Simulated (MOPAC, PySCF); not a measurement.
HF$_{2}$InS, SMILES `[F][In]([F])[SH]` (F–In–S–H torsion 0°), neutral singlet in the gas phase. 

Cartesian coordinates (Å):
SMILES: [In]([SH])([F])[F]
```xyz
5

F     -0.9080     1.8474    -0.3362
In    -0.5834    -0.0571    -0.0028
F     -2.2435    -1.0809     0.1370
S      1.5906    -0.9661     0.1998
H      2.1442     0.2567     0.0022
```
Charge 0, spin multiplicity 1.

All levels are single points at this geometry (PBE-D3(BJ)/def2-TZVP); Pople sets use spherical d functions. Orbital energies aren't observables, and empty levels follow the basis.

B3LYP/LANL2DZ in PySCF gives gap (eV) = 5.31.

Question: Estimate the gap (eV) from each of these levels: PBE-D3(BJ)/def2-TZVP in PySCF; BP86/6-31G* (LANL2DZ on In) in PySCF; M06-2X/6-31G* (LANL2DZ on In) in PySCF; HF/6-31G* (LANL2DZ on In) in PySCF; AM1 in MOPAC.

Answer: 
```json
[
 {"level": "PBE-D3(BJ)/def2-TZVP in PySCF", "gap (eV)": "3.56"},
 {"level": "BP86/6-31G* (LANL2DZ on In) in PySCF", "gap (eV)": "3.89"},
 {"level": "M06-2X/6-31G* (LANL2DZ on In) in PySCF", "gap (eV)": "8.04"},
 {"level": "HF/6-31G* (LANL2DZ on In) in PySCF", "gap (eV)": "12.27"},
 {"level": "AM1 in MOPAC", "gap (eV)": "7.46"}
]
```
